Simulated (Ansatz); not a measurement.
Relaxation of C3H12OSi2 (18 atoms, charge 0, multiplicity 1), to a largest force component of 0.015 eV/Å in at most 40 steps.

Method: RKS PBE0/6-31G (Ansatz).

```xyz
18
Properties=species:S:1:pos:R:3:forces:R:3
C -1.210 -1.455 -0.892 -2.15 3.17 -1.90
Si -0.768 -0.522 0.641 0.74 0.30 0.52
Si -1.690 1.614 0.592 0.09 0.14 0.57
C 1.173 -0.411 0.856 -1.84 -0.42 0.70
C 1.888 0.335 -0.217 1.07 1.79 1.47
O 1.869 -0.364 -1.423 -0.56 -1.05 -0.89
H -2.319 -1.515 -0.965 0.48 -0.15 0.01
H -0.883 -0.863 -1.807 -0.10 -0.92 1.05
H -0.821 -2.398 -0.887 1.28 -2.81 -0.24
H -1.321 -1.249 1.837 0.01 -0.06 0.17
H -1.318 2.327 1.884 -0.16 -0.02 -0.19
H -1.067 2.386 -0.517 -0.01 0.25 -0.29
H -3.186 1.588 0.451 -0.03 0.09 -0.04
H 1.270 0.049 1.853 0.49 -0.04 -0.27
H 1.472 -1.466 0.913 0.43 0.21 -0.01
H 1.495 1.380 -0.357 0.02 -0.64 0.28
H 2.941 0.464 0.118 -0.14 0.08 -0.07
H 2.437 0.112 -2.029 0.38 0.10 -0.89
```

Q: Where does it end, and by what steps?

A: The forces met the threshold. The force dipped under the threshold on the way, but the program's further checks kept it going. Limits of this set-up: no polarisation functions. After 14 steps the energy has fallen by 0.473 eV; H18 moved furthest, 0.96 Å.

```tsv
step	energy less start (eV)	largest force component (eV/Å)	accepted
0	0.0000	3.172	yes
1	-0.3784	0.927	yes
2	-0.4326	0.187	yes
3	-0.4422	0.140	yes
4	-0.4519	0.097	yes
5	-0.4567	0.383	yes
6	-0.4625	0.211	yes
7	-0.4680	0.104	yes
8	-0.4622	0.657	no
9	-0.4717	0.043	yes
10	-0.4706	0.071	no
11	-0.4727	0.012	yes
12	-0.4731	0.012	yes
13	-0.4732	0.023	yes
14	-0.4733	0.012	yes
```

```xyz
18
Properties=species:S:1:pos:R:3
C -1.253 -1.644 -0.860
Si -0.718 -0.552 0.613
Si -1.521 1.662 0.395
C 1.193 -0.556 0.885
C 1.911 0.420 -0.026
O 1.429 0.176 -1.371
H -2.338 -1.620 -0.998
H -0.759 -1.281 -1.765
H -0.949 -2.682 -0.689
H -1.338 -1.114 1.877
H -1.200 2.488 1.617
H -0.924 2.372 -0.793
H -3.019 1.679 0.228
H 1.406 -0.317 1.934
H 1.553 -1.576 0.700
H 1.691 1.454 0.281
H 3.001 0.278 0.022
H 1.797 0.823 -1.999
```

The run took 2.8 min on 1 CPU thread of a shared host.
